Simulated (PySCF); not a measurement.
C7H7, SMILES [CH2]c1ccccc1, multiplicity 2. Geometry: PBE-D3(BJ)/def2-SVP.

Computed with PBE-D3(BJ)/def2-SVP (PySCF 2.14.0).

Harmonic wavenumbers (cm⁻¹): 195, 348, 382, 469, 495, 518, 607, 671, 692, 764, 810, 816, 883, 935, 956, 967, 975, 1016, 1081, 1131, 1145, 1271, 1285, 1365, 1424, 1438, 1470, 1549, 1581, 3085, 3105, 3108, 3120, 3124, 3136, 3196. Rotational constants (GHz): 5.460, 2.666, 1.792; symmetry number 2.

Problem. Work out the zero-point energy and the ideal-gas rigid-rotor harmonic-oscillator thermochemistry at 298.15 K and 1 atm.

Solution. ZPE = ½ Σ hcν = ½ × 49117 cm⁻¹ = 70.22 kcal/mol. H − E(el) = 74.45 kcal/mol. Entropy in cal/(mol K): translation 39.44, rotation 25.54, vibration 9.14, spin 1.38, total 75.49. G − E(el) = 51.95 kcal/mol. Cp = 25.60 cal/(mol K).
